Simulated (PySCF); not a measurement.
**Electric field gradients and quadrupole coupling constants**

Compound: C5H6F3NO.
Z-matrix (Å and degrees, GFN2-xTB geometry), rows numbered from 1:
```
N 
C   1  1.2441
C   2  1.5143  1  138.86
C   3  1.5398  2   88.73  1  -176.63
C   2  1.5185  1  129.12  3   179.19
O   5  1.4344  2  117.65  1    62.74
C   6  1.3200  5  117.86  2   -67.50
F   7  1.3352  6  108.80  5  -160.93
F   7  1.3410  6  114.25  5    80.87
F   7  1.3405  6  114.27  5   -41.71
H   1  1.0172  2  116.44  3     0.59
H   3  1.0890  2  113.29  1    66.61
H   3  1.0885  2  114.37  1   -58.95
H   4  1.0860  3  113.96  2   109.66
H   4  1.0860  3  115.79  2  -121.65
H   5  1.0953  2  113.15  1   -66.15
```

Field gradients from the PBE0/pcSseg-1 density (PySCF, non-relativistic), principal values in atomic units, ordered |Vxx| ≤ |Vyy| ≤ |Vzz|:

```json
{"atom": "N1", "Vxx": "0.3051", "Vyy": "0.7074", "Vzz": "-1.0125"}
{"atom": "O6", "Vxx": "-0.1263", "Vyy": "-1.8082", "Vzz": "1.9344"}
```

Question: Find the asymmetry η = (Vxx − Vyy)/Vzz and the couplings χ = eQV/h (234.96 MHz × Q in barn × V in au), with Q(14N) = 0.02044 b, Q(17O) = −0.0256 b.

Answer: 
| atom | environment | nucleus | η | χzz (MHz) | χxx (MHz) | χyy (MHz) |
| --- | --- | --- | --- | --- | --- | --- |
| N1 | imine nitrogen | 14N | 0.40 | -4.863 | 1.465 | 3.397 |
| O6 | ether oxygen | 17O | 0.87 | -11.64 | 0.76 | 10.88 |

Question: What is Vzz at N1 in SI units (1 au = 9.71736 × 10²¹ V/m²)?

Answer: -1.0125 au = -9.839 × 10²¹ V/m².

Question: And the gradient at the other heavy atoms, for which no coupling is worked out here?

Answer: 
| atom | environment | Vzz (au) | η |
| --- | --- | --- | --- |
| C2 | imine carbon | 0.375 | 0.36 |
| C3 | four-membered-ring carbon | 0.066 | 0.85 |
| C4 | four-membered-ring carbon | -0.107 | 0.59 |
| C5 | sp3 carbon bound to oxygen | 0.487 | 0.15 |
| C7 | CF3 carbon | -0.176 | 0.24 |
| F8 | fluorine of a CF3 group | 2.979 | 0.03 |
| F9 | fluorine of a CF3 group | 2.953 | 0.02 |
| F10 | fluorine of a CF3 group | 2.907 | 0.03 |

Question: What couplings would deuterons (Q(2H) = 0.00286 b) have in place of the hydrogens, at this geometry?

Answer: 
```csv
atom,bonded to,bond length (Å),Vzz (au),η,χzz (kHz)
H11,N1,1.017,0.3912,0.04,263
H12,C3,1.089,0.3117,0.01,209
H13,C3,1.088,0.3128,0.01,210
H14,C4,1.086,0.3124,0.01,210
H15,C4,1.086,0.3151,0.00,212
H16,C5,1.095,0.2867,0.10,193
```

One conformer (not necessarily the lowest) at the GFN2-xTB geometry, without solvent, vibrations or thermal averaging. GFN2-xTB bond lengths can be off by several hundredths of an ångström, more for odd bonds, and the gradients follow them. With so small a basis the couplings can be 20 % off.

The run behind these numbers computed NMR shieldings as well. Time: 45 s; peak memory 0.87 GiB. Hardware: Intel Xeon Platinum 8259CL at 2.50 GHz, one thread, no GPU (shared host).
